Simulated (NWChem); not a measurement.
System meant: C₂H₃BN₂O; SMILES OB1C=NC=N1

The following NWChem deck was run.

```
start job
memory heap 200 mb stack 900 mb global 1100 mb
geometry units angstroms noautoz
  O      0.158541    -2.079967     0.000000
  B      0.042143    -0.750295     0.000000
  C      1.209591     0.359681     0.000000
  N      0.639882     1.508759     0.000000
  C     -0.793615     1.224622     0.000000
  N     -1.213680     0.022052     0.000000
  H     -0.705176    -2.513825     0.000000
  H      2.304908     0.294923     0.000000
  H     -1.450921     2.106500     0.000000
end
basis spherical
  * library def2-svp
end
dft
  xc pbe0
  iterations 4
  mulliken
end
task dft energy
```

End of the output:

```
    Atom       Charge   Shell Charges
 -----------   ------   -------------------------------------------------------
    1 O    8     7.92   1.97  0.84  0.55  2.69  1.85  0.02
    2 B    5     5.16   1.96  0.51  0.22  1.43  0.63  0.40
    3 C    6     5.99   1.97  0.63  0.34  1.84  1.11  0.11
    4 N    7     7.10   1.97  0.82  0.50  2.16  1.59  0.06
    5 C    6     5.87   1.97  0.62  0.30  1.78  1.04  0.17
    6 N    7     7.14   1.97  0.79  0.49  2.21  1.64  0.05
    7 H    1     0.88   0.54  0.16  0.18
    8 H    1     0.97   0.64  0.26  0.07
    9 H    1     0.98   0.65  0.27  0.07

 center of mass
 --------------
 x =  -0.00227491 y =  -0.01484181 z =   0.00000000

 moments of inertia (a.u.)
 ------------------
         491.883170908238           0.000000000000           0.000000000000
           0.000000000000         213.803605308502           0.000000000000
           0.000000000000           0.000000000000         705.686776216740

     Multipole analysis of the density
     ---------------------------------

     L   x y z        total         alpha         beta         nuclear
     -   - - -        -----         -----         ----         -------
     0   0 0 0     -0.000000    -21.000000    -21.000000     42.000000

     1   1 0 0     -0.097441     -0.048720     -0.048720      0.000000
     1   0 1 0     -0.555995     -0.277998     -0.277998     -0.000000
     1   0 0 1     -0.000000     -0.000000     -0.000000      0.000000

     2   2 0 0    -25.786759    -73.354540    -73.354540    120.922321
     2   1 1 0     -0.158081      0.444397      0.444397     -1.046875
     2   1 0 1     -0.000000     -0.000000     -0.000000      0.000000
     2   0 2 0    -23.992933   -144.084375   -144.084375    264.175816
     2   0 1 1     -0.000000     -0.000000     -0.000000      0.000000
     2   0 0 2    -24.636999    -12.318499    -12.318499      0.000000

 ------------------------------------------------------------------------
 dft energy failed                                                                                  0
 ------------------------------------------------------------------------
 ------------------------------------------------------------------------
  current input line :
    22: task dft energy
 ------------------------------------------------------------------------
 ------------------------------------------------------------------------
 This type of error is most commonly associated with calculations not reaching convergence criteria
 ------------------------------------------------------------------------
 For more information see the NWChem manual at https://nwchemgit.github.io

0:dft energy failed:Received an Error in Communication
```

Question: What is wrong, and how is it mended?

Answer: Convergence was not reached. Cause: the SCF was allowed too few iterations. This input runs:
```
start job
memory heap 200 mb stack 900 mb global 1100 mb
geometry units angstroms noautoz
  O      0.158541    -2.079967     0.000000
  B      0.042143    -0.750295     0.000000
  C      1.209591     0.359681     0.000000
  N      0.639882     1.508759     0.000000
  C     -0.793615     1.224622     0.000000
  N     -1.213680     0.022052     0.000000
  H     -0.705176    -2.513825     0.000000
  H      2.304908     0.294923     0.000000
  H     -1.450921     2.106500     0.000000
end
basis spherical
  O library def2-svp
  B library def2-svp
  C library def2-svp
  N library def2-svp
  H library def2-svp
end
dft
  xc pbe0
  iterations 150
  mulliken
end
task dft energy
```
It converges to -287.07615 Ha (PBE0/def2-SVP).
